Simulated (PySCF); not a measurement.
## Diethyl(octyl)phosphine oxide (C12H27OP): Computed beside measured shifts

System: Diethyl(octyl)phosphine oxide (C12H27OP), SMILES CCCCCCCCP(=O)(CC)CC.

Atom-mapped SMILES (hydrogens are numbered by the atom that bears them): [CH3:1][CH2:2][CH2:3][CH2:4][CH2:5][CH2:6][CH2:7][CH2:8][P:9](=[O:10])([CH2:11][CH3:12])[CH2:13][CH3:14]

Level of theory: GIAO KT3/pcSseg-2, gas phase, PySCF SCF with an in-house response code, fitting set def2-universal-JFIT, grid level 2, non-relativistic, geometry: PBE0-D3(BJ)/def2-SVP.

One optimised conformer. Values are averaged over the atoms that symmetry or fast rotation interchanges, on this one geometry and without vibrational averaging. Shifts are the reference shielding less the shielding here, at the same level (13C, 1H against isolated TMS; 17O against isolated H2O; 31P against isolated H3PO4); nuclei without a reference have shieldings only.

Question: What shifts does this level give for P9, and how do they compare with measurement?

Answer: 
```csv
atom,nucleus,computed / ppm,measured / ppm,computed less measured,measured against,medium of the measurement
P9,31P,21.5,51.4,-29.9,85 % H3PO4,CDCl3
```

Computed 19F and 31P shifts carry an offset from the reference molecule (CFCl3 is hard for DFT, lone H3PO4 or PH3 isn't the 85 % acid), so differences between compounds are more accurate than the values.

Measured values: supporting information or article, doi 10.1039/c2cc33908k.
